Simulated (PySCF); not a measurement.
C2H10FNSi2, SMILES F[SiH2]C[SiH2]CN. Geometry: PBE-D3(BJ)/def2-SVP. This is a generated structure with no PubChem entry under its InChIKey; it may be hypothetical. The values are those of a single conformer.

Give the equilibrium geometry at PBE-D3(BJ)/def2-SVP (PySCF confirms it by a frequency run) as bond lengths and angles. (Estimate from the structure and the level; the computed values follow.)

Several could match; the one computed here: 
Atoms: N1 C2 Si3 C4 Si5 F6 H7 H8 H9 H10 H11 H12 H13 H14 H15 H16. Bond lengths (Å): N1–C2 1.463, N1–H7 1.028, N1–H8 1.028, C2–Si3 1.905, C2–H9 1.123, C2–H10 1.113, Si3–C4 1.903, Si3–H11 1.510, Si3–H12 1.501, C4–Si5 1.872, C4–H13 1.111, C4–H14 1.113, Si5–F6 1.647, Si5–H15 1.503, Si5–H16 1.502. Angles (°): C2–N1–H7 110.1, C2–N1–H8 111.0, H7–N1–H8 105.9, N1–C2–Si3 109.6, N1–C2–H9 116.4, N1–C2–H10 109.1, Si3–C2–H9 109.3, Si3–C2–H10 106.4, H9–C2–H10 105.5, C2–Si3–C4 110.8, C2–Si3–H11 108.1, C2–Si3–H12 110.3, C4–Si3–H11 108.9, C4–Si3–H12 110.1, H11–Si3–H12 108.6, Si3–C4–Si5 113.7, Si3–C4–H13 108.9, Si3–C4–H14 108.8, Si5–C4–H13 110.0, Si5–C4–H14 108.0, H13–C4–H14 107.2, C4–Si5–F6 108.6, C4–Si5–H15 112.5, C4–Si5–H16 110.5, F6–Si5–H15 107.2, F6–Si5–H16 107.6, H15–Si5–H16 110.2.
Charge 0, spin multiplicity 1.
